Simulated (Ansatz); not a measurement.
`BC([SiH3])[SiH2]F` + `BN[SiH3]` → `BN([SiH3])[SiH2]F` + `BC[SiH3]`  (ligand exchange at the Si–C bond)

Gas-phase electronic energies from Ansatz, PBE0-D4/def2-TZVP geometries. CCSD(T)/CBS adds triple-zeta CCSD(T) − MP2 to the extrapolated MP2 energy (def2 sets, frozen cores). DFT in def2-TZVPP. B3LYP here is the variant with VWN-RPA as its local correlation; programs differ in this. One conformer a species, not always the lowest.

`BC([SiH3])[SiH2]F`:

```xyz
13

B     0.196    1.191   -1.214
C    -0.487    0.078   -0.405
Si   -0.581    0.582    1.416
Si    0.580   -1.446   -0.391
F     1.084   -1.792   -1.872
H    -0.376    1.773   -2.088
H     1.331    1.490   -0.968
H    -1.500   -0.169   -0.738
H     0.624    1.354    1.806
H    -0.665   -0.634    2.272
H    -1.796    1.404    1.641
H    -0.192   -2.615    0.092
H     1.782   -1.215    0.448
```

`BN[SiH3]`:

Z-matrix (Å, degrees):
```
Si
N 1 1.745
H 1 1.487 2 110.4
H 1 1.480 2 107.6 3 -120.5
H 1 1.487 2 110.4 3 119.0
B 2 1.399 1 126.7 3 120.4
H 2 1.011 1 116.7 3 -59.6
H 6 1.198 2 119.6 1 -180.0
H 6 1.198 2 119.0 1 -0.0
```

`BN([SiH3])[SiH2]F`:

Z-matrix (Å, degrees):
```
Si
N 1 1.761
H 1 1.483 2 110.0
H 1 1.485 2 107.6 3 -119.5
H 1 1.482 2 110.1 3 121.0
Si 2 1.732 1 121.8 3 118.9
B 2 1.414 1 117.3 3 -62.2
F 6 1.598 2 109.5 1 72.0
H 6 1.476 2 109.3 1 -169.4
H 6 1.480 2 109.9 1 -44.6
H 7 1.197 2 120.3 1 -179.0
H 7 1.201 2 119.1 1 1.3
```

`BC[SiH3]`:

Z-matrix (Å, degrees):
```
C
Si 1 1.896
B 1 1.532 2 106.4
H 1 1.094 2 104.2 3 -121.9
H 1 1.094 2 104.4 3 122.1
H 2 1.486 1 111.0 3 -59.0
H 2 1.486 1 110.8 3 62.0
H 2 1.486 1 108.7 3 -178.5
H 3 1.198 1 120.6 2 88.6
H 3 1.198 1 120.7 2 -87.3
```

```
             level  ΔE (kcal/mol)  difference from CCSD(T)/CBS
         r2SCAN-D4           -8.1                          0.7
           PBE0-D4           -7.3                          1.5
           ωB97X-V           -8.5                          0.3
           ωB97M-V           -8.3                          0.5
            B2PLYP           -9.4                         -0.6
               PBE           -6.7                          2.1
            r2SCAN           -8.1                          0.7
              PBE0           -7.4                          1.4
             B3LYP           -9.2                         -0.4
SCS-MP2/def2-TZVPP           -9.6                         -0.8
   CCSD/def2-TZVPP           -9.3                         -0.5
CCSD(T)/def2-TZVPP           -8.9                         -0.1
     HF/def2-QZVPP          -12.0                         -3.2
      HF/CBS(def2)          -12.1                         -3.3
     MP2/CBS(def2)           -8.9                         -0.1
    CCSD/CBS(def2)           -9.2                         -0.4
       CCSD(T)/CBS           -8.8                            0
```

Largest T1 diagnostic among the species: 0.012.

In def2-TZVPP, CCSD(T) changes the Hartree–Fock value by +2.8 kcal/mol (the triples alone add +0.4 kcal/mol) and MP2 by +2.7 kcal/mol.
